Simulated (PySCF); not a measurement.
**Correlation energy of C⁺ (carbon, charge +1)**

[He] 2s2 2p1, 2P determinant. Calculation: PySCF 2.14, in aug-cc-pwCVDZ (5s4p2d, 27 functions); the non-relativistic Hamiltonian (point nucleus). Frozen: 1s2; 3 electrons correlated.

MP2 pair energies summed by pair of shells (mhartree):

```csv
pair,energy,share (%)
2s-2s,-27.11,61.6
2s-2p,-16.87,38.4
```

Total MP2 correlation energy: -43.99 mhartree.

Same-spin part -2.81 and opposite-spin part -41.18 mhartree; SCS-MP2 scales them by 1/3 and 6/5 to -50.35 mhartree.
